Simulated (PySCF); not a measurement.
## CH6F3NSi2

CH6F3NSi2 is a molecule, neutral, singlet. The structure, one conformer, was relaxed in the gas phase by PBE0-D3(BJ)/def2-SVP. No frequency run checks that it is a minimum.

SMILES: FC(F)(F)N([SiH3])[SiH3]

Coordinates in Å:
```
Si1    -1.227   -0.846    0.897
N2      0.043   -0.044   -0.050
Si3     0.362    1.702   -0.015
C4      0.857   -0.843   -0.855
F5      0.362   -1.038   -2.085
F6      2.070   -0.294   -1.018
F7      1.029   -2.062   -0.321
H8     -1.878   -1.889    0.057
H9     -0.682   -1.468    2.137
H10    -2.199    0.219    1.262
H11     1.557    2.030    0.814
H12    -0.848    2.316    0.596
H13     0.564    2.203   -1.403
```

Shieldings: GIAO PBE0/pcSseg-1. Shifts are against computed references at the same level: C TMS (σ 184.4 ppm), H TMS (σ 31.27 ppm), Si TMS (σ 352.0 ppm). Core levels by delta-SCF with SCAN, pcX-2 on the ionised atom and pcseg-1 elsewhere, spin-free X2C (2p3/2 is the spin-free 2p value less a third of a first-order spin-orbit splitting); from the vacuum level, for chosen atoms.

**Question.** Give the shieldings and core levels atom by atom.

**Answer.** 
```csv
atoms,bonded to,σ (ppm),δ (ppm),core level (eV)
Si1,1 N + 3 H,396.3,-44.3,2p3/2 107.71
N2,1 C + 2 Si,216.5,-,1s 405.22
Si3,1 N + 3 H,396.9,-44.9,2p3/2 107.71
C4,3 F + 1 N,54.6,129.8,1s 299.00
F5,1 C,234.7,-,1s 693.72
F6,1 C,237.2,-,-
F7,1 C,235.8,-,-
H8 H9 H10,1 Si,26.56,4.71,-
H11 H12 H13,1 Si,26.56,4.71,-
```

Values are those of this one static structure, with the three H of a rotating XH3 group averaged; atoms that internal rotation interchanges would show their mean in an NMR spectrum.

**Question.** By CAM-B3LYP/def2-SVPD (TDDFT singlets, Tamm-Dancoff triplets, ionisation by delta-SCF), where does absorption start, and what does vertical ionisation take?

**Answer.** The first singlet with intensity lies at 7.69 eV (f 0.019); what lies below it is dark. The lowest singlet lies at 7.04 eV (f 0.000), the strongest of the first 6 at 7.93 eV (f 0.060), the lowest triplet at 6.71 eV; vertical ionisation takes 10.34 eV.

The 3 runs behind this took 2.3 min in all, one thread each of Arm Neoverse V1 on a shared host, launched as `OMP_NUM_THREADS=1 python cluster_run.py task.json out`.
